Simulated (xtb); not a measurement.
OSe, triplet, geometry from GFN2-xTB; GFN1-xTB (xtb 6.7.1).

Input for xtb:
```
$ xtb mol.xyz --gfn 1 --uhf 2 --json

# file mol.xyz
2

O     -0.00000000    -0.00000000    -1.29850896
Se     0.00000000     0.00000000     0.30553152
```

It wrote (shortened):

```
   ID    Z sym.   atoms
    1    8 O      1
    2   34 Se     2

           -------------------------------------------------
          |                Calculation Setup                |
           -------------------------------------------------

           -------------------------------------------------
          |                 G F N 1 - x T B                 |
           -------------------------------------------------

          ...................................................
          :                      SETUP                      :
          :.................................................:
          :  # basis functions                  14          :
          :  # atomic orbitals                  13          :
          :  # shells                            5          :
          :  # electrons                        12          :
          :  # halogen bonds                     0          :
          :  max. iterations                   250          :
          :  Hamiltonian                  GFN1-xTB          :
          :  restarted?                      false          :
          :  GBSA solvation                  false          :
          :  PC potential                    false          :
          :  electronic temp.          300.0000000     K    :
          :  accuracy                    1.0000000          :
          :  -> integral cutoff          0.2500000E+02      :
          :  -> integral neglect         0.1000000E-07      :
          :  -> SCF convergence          0.1000000E-05 Eh   :
          :  -> wf. convergence          0.2000000E-04 e    :
          :  Broyden damping             0.4000000          :
          :  net charge                          0          :
          :  unpaired electrons                  2          :
          ...................................................

 iter      E             dE          RMSdq      gap      omega  full diag
   1     -7.8669394 -0.786694E+01  0.777E+00    4.49       0.0  T
   2     -7.8014907  0.654486E-01  0.498E+00    4.16       1.0  T
   3     -7.8794503 -0.779596E-01  0.522E+00    4.49       1.0  T
   4     -7.9242770 -0.448267E-01  0.461E-01    4.43       1.0  T
   5     -7.9248759 -0.598901E-03  0.970E-03    4.42       7.3  T
   6     -7.9248759  0.689755E-07  0.483E-03    4.42      14.6  T
   7     -7.9248760 -0.853652E-07  0.207E-04    4.42     342.3  T
   8     -7.9248760 -0.124428E-09  0.109E-05    4.42    6482.0  T
   9     -7.9248760 -0.229150E-12  0.407E-06    4.42   17388.5  T

   *** convergence criteria satisfied after 9 iterations ***

 transition dipole moment (au) for excitation:           6           7
     X       Y       Z
   0.0000   0.0000   0.0000  total (au/Debye):    0.000   0.000
 dE (eV)             :    0.000
 oscillator strength :  0.45467E-47

         :::::::::::::::::::::::::::::::::::::::::::::::::::::
         ::                     SUMMARY                     ::
         :::::::::::::::::::::::::::::::::::::::::::::::::::::
         :: total energy              -7.913004972651 Eh    ::
         :: gradient norm              0.028954234934 Eh/a0 ::
         :: HOMO-LUMO gap              4.421749150284 eV    ::
         ::.................................................::
         :: SCC energy                -7.924875959095 Eh    ::
         :: -> electrostatic           0.040186245039 Eh    ::
         :: repulsion energy           0.012089610489 Eh    ::
         :: dispersion energy         -0.000218624045 Eh    ::
         :: halogen bond corr.         0.000000000000 Eh    ::
         :: add. restraining           0.000000000000 Eh    ::
         :: total charge               0.000000000000 e     ::
         :::::::::::::::::::::::::::::::::::::::::::::::::::::

           -------------------------------------------------
          |                Property Printout                |
           -------------------------------------------------

    * Orbital Energies and Occupations

         #    Occupation            Energy/Eh            Energy/eV
      -------------------------------------------------------------
         1        2.0000           -0.9869408             -26.8560
         2        2.0000           -0.7580610             -20.6279
         3        2.0000           -0.5764317             -15.6855
         4        2.0000           -0.5764317             -15.6855
         5        2.0000           -0.5642963             -15.3553
         6        1.0000           -0.4196726             -11.4199
         7        1.0000           -0.4196726             -11.4199 (HOMO)
         8                         -0.2571763              -6.9981 (LUMO)
         9                         -0.1312656              -3.5719
        10                         -0.1312656              -3.5719
        11                         -0.0371006              -1.0096
        12                         -0.0371006              -1.0096
        13                          0.6032976              16.4166
      -------------------------------------------------------------
                  HL-Gap            0.1624963 Eh            4.4217 eV
             Fermi-level           -0.4152045 Eh          -11.2983 eV

  Mulliken/CM5 charges         n(s)   n(p)   n(d)
     1O    -0.37576 -0.44452   1.768  4.608  0.000
     2Se    0.37576  0.44452   1.947  3.437  0.241

Wiberg/Mayer (AO) data.
largest (>0.10) Wiberg bond orders for each atom

 ---------------------------------------------------------------------------
     #   Z sym  total        # sym  WBO       # sym  WBO       # sym  WBO
 ---------------------------------------------------------------------------
     1   8 O    2.138 --     2 Se   2.138
     2  34 Se   2.138 --     1 O    2.138
 ---------------------------------------------------------------------------

Topologies differ in total number of bonds
Writing topology from bond orders to xtbtopo.mol

 dipole moment from electron density (au)
     X       Y       Z
   0.0000  -0.0000   1.4553  total (Debye):    3.699

           -------------------------------------------------
          | TOTAL ENERGY               -7.913004972651 Eh   |
          | GRADIENT NORM               0.028954234934 Eh/α |
          | HOMO-LUMO GAP               4.421749150284 eV   |
           -------------------------------------------------

normal termination of xtb
```
